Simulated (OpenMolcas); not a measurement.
How methods differ on CH3AlF2 (SMILES [CH3][Al]([F])[F])

CH3AlF2: 7 atoms, total charge 0, spin state singlet. SMILES: `[CH3][Al]([F])[F]`. The shape is that of a PBE0-D4/def2-TZVP optimisation.

Each level gives the dipole moment (D). The values are calculated.

```csv
level,kind,program,value (D),CPU time
SVWN5/def2-SVPD,LDA,OpenMolcas,2.44,47 s
BLYP/def2-SVPD,GGA,OpenMolcas,2.31,59 s
PBE/def2-SVPD,GGA,OpenMolcas,2.34,60 s
revPBE/def2-SVPD,GGA,OpenMolcas,2.30,55 s
M06-L/def2-SVPD,meta-GGA,OpenMolcas,2.30,64 s
TPSS/def2-SVPD,meta-GGA,OpenMolcas,2.24,70 s
B3LYP/def2-SVPD,global hybrid,OpenMolcas,2.35,54 s
M06-2X/def2-SVPD,hybrid meta-GGA,OpenMolcas,2.37,58 s
```

The values span 2.24 to 2.44 D. Magnitudes only. CPU times are rough (shared hosts, several kinds of processor and program).
